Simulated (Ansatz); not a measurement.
Geometry optimisation, RKS BLYP-D4/6-31G* (Ansatz 0.2.0).

Input:

```yaml
crystal:
  periodic: [false, false, false]
  atoms:
    - { symbol: Al, position_ang: [0.0, 0.0, 0.0] }
    - { symbol: "N", position_ang: [0.0, 0.0, 2.27] }
    - { symbol: H, position_ang: [-0.877, -0.2713, 2.8] }
    - { symbol: H, position_ang: [0.877, 0.2713, 2.8] }
    - { symbol: Cl, position_ang: [1.9312, 0.0, -1.115] }
    - { symbol: O, position_ang: [-1.5415, 0.0, -0.89] }
    - { symbol: H, position_ang: [-2.0512, -0.8467, -0.6815] }
    - { symbol: H, position_ang: [0.3912, -1.7212, 0.5865] }
    - { symbol: H, position_ang: [0.3071, -1.3511, 1.5699] }
basis:
  gaussian: { orbitals: "6-31G*" }
hamiltonian:
  xc: blyp
  dispersion: d4
relax:
  f_tol: 0.15
  max_steps: 25
  restrain:
    - { distance: [0, 7], at: 1.56, k: 30.0 }
    - { distance: [8, 1], at: 1.06, k: 30.0 }
    - { distance: [0, 1], at: 3.12, k: 30.0 }
    - { distance: [8, 7], at: 1.86, k: 30.0 }
```

Run as:

```bash
$ ansatz run input.yaml --threads 1 --pin off --max-ram 2048MiB --backend cpu --events-out ev --progress --plain --runs-dir out
```

Question: Where does it end, and by what steps?

Answer: The forces met the threshold. The restraints hold the end off the free minimum. After 9 steps the energy has fallen by 1.660 eV (the restraints' own energy left out); Al1 moved furthest, 0.82 Å. Joined: N2–H9 (1.55 → 1.04 Å).

```json
{"step": "0", "energy less start (eV)": "0.0000", "largest force component (eV/Å)": "1.958", "accepted": "yes"}
{"step": "1", "energy less start (eV)": "-0.0919", "largest force component (eV/Å)": "4.213", "accepted": "yes"}
{"step": "2", "energy less start (eV)": "-0.6931", "largest force component (eV/Å)": "4.331", "accepted": "yes"}
{"step": "3", "energy less start (eV)": "-0.9771", "largest force component (eV/Å)": "2.157", "accepted": "yes"}
{"step": "4", "energy less start (eV)": "-1.2733", "largest force component (eV/Å)": "2.790", "accepted": "yes"}
{"step": "5", "energy less start (eV)": "-1.4910", "largest force component (eV/Å)": "1.496", "accepted": "yes"}
{"step": "6", "energy less start (eV)": "-1.5971", "largest force component (eV/Å)": "0.682", "accepted": "yes"}
{"step": "7", "energy less start (eV)": "-1.6535", "largest force component (eV/Å)": "0.832", "accepted": "yes"}
{"step": "8", "energy less start (eV)": "-1.6576", "largest force component (eV/Å)": "0.924", "accepted": "yes"}
{"step": "9", "energy less start (eV)": "-1.6604", "largest force component (eV/Å)": "0.725", "accepted": "yes"}
```

```xyz
9
Properties=species:S:1:pos:R:3
Al 0.093 -0.601 -0.547
N 0.071 -0.123 2.520
H -0.718 -0.198 3.172
H 0.884 0.181 3.065
Cl 1.808 0.408 -1.301
O -1.410 -0.129 -1.251
H -2.223 -0.560 -0.922
H 0.263 -1.813 0.438
H 0.270 -1.084 2.167
```

The run took 32 s on 1 thread of Arm Neoverse V1, with other jobs on the host, peak memory 0.14 GiB.
